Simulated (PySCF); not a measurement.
**Mayer bond orders and bond lengths**

C4H11NSi.
Atom-mapped SMILES: `[CH3:1][NH:2][Si@@H:3]1[CH2:4][C@H:5]1[CH3:6]` (hydrogens: H7, H8, H9 on C1; H10 on N2; H11 on Si3; H12, H13 on C4; H14 on C5; H15, H16, H17 on C6)

Structure used (PBE0-D3(BJ)/def2-SVP), in Å, numbered top down from 1:
```xyz
17
C4H11NSi angstrom
C      2.8954   -0.4978    0.0509
N      1.7009    0.1169   -0.4791
Si     0.3225    0.5736    0.4461
C     -0.7209   -0.7708    1.1819
C     -1.3593   -0.0605   -0.0368
C     -2.6371    0.7131    0.1811
H      3.6830    0.2236    0.3431
H      2.6436   -1.0864    0.9468
H      3.3407   -1.1990   -0.6755
H      1.8284    0.5535   -1.3852
H      0.3621    1.8672    1.1861
H     -1.2140   -0.5923    2.1455
H     -0.4355   -1.8200    1.0460
H     -1.3656   -0.6867   -0.9389
H     -2.8974    1.3194   -0.7005
H     -3.4860    0.0385    0.3898
H     -2.5540    1.4020    1.0374
```

Bond orders from the PBE0/pcSseg-1 density (PySCF). Geometry: PBE0-D3(BJ)/def2-SVP, one conformer, isolated molecule.

(1) How far do the computed orders between heavy atoms stray from the drawn ones?

(2) Give the Mayer order of every bond, beside its length.

Results:

(1) The largest departure is 0.128, at C4–C5 (drawn single, 0.872). Drawn single, order below 0.88: C4–C5 (0.872).

(2) 
```tsv
bond	drawn as	length (Å)	Mayer order
C1–N2	single	1.444	0.961
N2–Si3	single	1.722	1.062
Si3–C4	single	1.854	0.951
C4–C5	single	1.548	0.872
C5–C6	single	1.510	1.041
C5–Si3	single	1.861	0.925
C1–H7	single	1.107	0.964
C1–H8	single	1.101	0.966
C1–H9	single	1.103	0.969
N2–H10	single	1.014	0.932
Si3–H11	single	1.491	0.886
C4–H12	single	1.097	0.949
C4–H13	single	1.096	0.949
C5–H14	single	1.098	0.939
C6–H15	single	1.101	0.965
C6–H16	single	1.104	0.958
C6–H17	single	1.102	0.961
```

Bonds between the same two heavy elements. C–Si: lowest C5–Si3 (0.925, 1.861 Å), highest Si3–C4 (0.951, 1.854 Å). C–C: lowest C4–C5 (0.872, 1.548 Å), highest C5–C6 (1.041, 1.510 Å).

Task: Sum the orders of all bonds at each heavy atom with more than one neighbour and set the sums beside the valence in the SMILES.

Result: C1 3.860 (drawn 4), N2 2.955 (drawn 3), Si3 3.824 (drawn 4), C4 3.721 (drawn 4), C5 3.777 (drawn 4), C6 3.925 (drawn 4). Orders between atoms that aren't bonded are not in these sums.

The Mayer order sums products of elements of PS (density times overlap matrix) between the two atoms' basis functions, so it depends on the basis set.

The run behind these numbers computed NMR shieldings as well. Hardware: one thread of an x86-64 server, no GPU, shared host. Cost: 26 s wall.
